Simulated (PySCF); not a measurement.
The dipole of `CC#Cc1cccc(C)c1F` from its density and from atomic charges.

Coordinates (GFN2-xTB, Å) and charges (e) from the PBE0/pcSseg-1 density (PySCF):

| atom | x | y | z | Mulliken | IAO | Hirshfeld | ESP-fitted |
| --- | --- | --- | --- | --- | --- | --- | --- |
| C1 | 4.323 | 0.604 | -0.226 | -0.1954 | -0.4356 | -0.0950 | -0.5583 |
| C2 | 2.920 | 0.265 | -0.179 | -0.2830 | -0.0258 | -0.0381 | +0.2651 |
| C3 | 1.755 | -0.031 | -0.144 | +0.3229 | -0.0733 | -0.0767 | -0.4628 |
| C4 | 0.386 | -0.380 | -0.102 | -0.5365 | -0.0473 | -0.0152 | +0.2538 |
| C5 | -0.010 | -1.718 | -0.059 | +0.0132 | -0.1405 | -0.0447 | -0.2471 |
| C6 | -1.350 | -2.044 | -0.017 | -0.0653 | -0.1599 | -0.0559 | -0.1931 |
| C7 | -2.315 | -1.050 | -0.016 | -0.0078 | -0.1531 | -0.0499 | -0.3067 |
| C8 | -1.961 | 0.292 | -0.059 | -0.4626 | -0.0189 | -0.0065 | +0.1999 |
| C9 | -2.983 | 1.386 | -0.073 | -0.1145 | -0.4249 | -0.1186 | -0.5169 |
| C10 | -0.607 | 0.598 | -0.102 | +0.5222 | +0.2867 | +0.0891 | +0.1389 |
| F11 | -0.240 | 1.901 | -0.142 | -0.2744 | -0.2681 | -0.0726 | -0.1520 |
| H12 | 4.884 | -0.040 | 0.451 | +0.1474 | +0.1723 | +0.0611 | +0.1814 |
| H13 | 4.703 | 0.467 | -1.238 | +0.1485 | +0.1729 | +0.0614 | +0.1840 |
| H14 | 4.467 | 1.643 | 0.069 | +0.1503 | +0.1742 | +0.0625 | +0.1870 |
| H15 | 0.748 | -2.487 | -0.058 | +0.0804 | +0.1640 | +0.0540 | +0.1905 |
| H16 | -1.649 | -3.081 | 0.018 | +0.0892 | +0.1560 | +0.0518 | +0.1742 |
| H17 | -3.362 | -1.315 | 0.018 | +0.0761 | +0.1521 | +0.0514 | +0.1948 |
| H18 | -3.952 | 1.012 | 0.248 | +0.1157 | +0.1490 | +0.0486 | +0.1517 |
| H19 | -2.679 | 2.202 | 0.580 | +0.1336 | +0.1608 | +0.0448 | +0.1565 |
| H20 | -3.084 | 1.790 | -1.081 | +0.1399 | +0.1594 | +0.0482 | +0.1591 |

Task: Compute μ = Σ q r for each scheme (1 e·Å = 4.803 D) and compare with the dipole of the full density.

Result: The full density gives (0.00, -0.81, -0.03) D, 0.81 D in size; dipole vectors point from the negative to the positive end.

```json
{"scheme": "Mulliken", "μx": "1.41", "μy": "0.07", "μz": "-0.14", "size (D)": "1.41", "share of the full size (%)": "174", "angle to the full dipole (°)": "92"}
{"scheme": "IAO", "μx": "-0.30", "μy": "-1.88", "μz": "0.01", "size (D)": "1.90", "share of the full size (%)": "235", "angle to the full dipole (°)": "10"}
{"scheme": "Hirshfeld", "μx": "0.22", "μy": "-0.31", "μz": "-0.02", "size (D)": "0.39", "share of the full size (%)": "48", "angle to the full dipole (°)": "35"}
{"scheme": "ESP-fitted", "μx": "0.00", "μy": "-0.81", "μz": "-0.03", "size (D)": "0.81", "share of the full size (%)": "100", "angle to the full dipole (°)": "0"}
```

Task: Which set comes closest?

Result: Length of the difference vector: ESP-fitted 0.01 D, Hirshfeld 0.54 D, IAO 1.11 D, Mulliken 1.66 D. Closest: ESP-fitted. ESP charges are fitted to the potential around the molecule, whose slowest-falling term is the dipole's. 

Task: What is left for the Hirshfeld atoms' own dipoles?

Result: The Hirshfeld atoms' densities add up to the full density, so μ = Σ q r + Σ (atomic dipoles). The atomic dipoles sum to (0.00, -0.81, -0.03) − (0.22, -0.31, -0.02) = (-0.22, -0.50, -0.01) D, 0.54 D in size.

Task: With the origin at the mean of the coordinates, (0.000, 0.001, -0.106) Å, which are the largest single terms, by size, of the ESP-fitted dipole along the direction of the full one?

Result: C9 +3.47, H16 +2.57, H15 +2.28, C5 -2.04, C6 -1.89 D; all 20 atoms together +0.81 D. The single terms depend on the origin, their sum doesn't.

Task: Give the size of the full dipole in other units.

Result: 0.81 D = 0.319 au = 0.169 e·Å = 2.71 × 10⁻³⁰ C·m.

Isolated species at its GFN2-xTB geometry, gas phase.
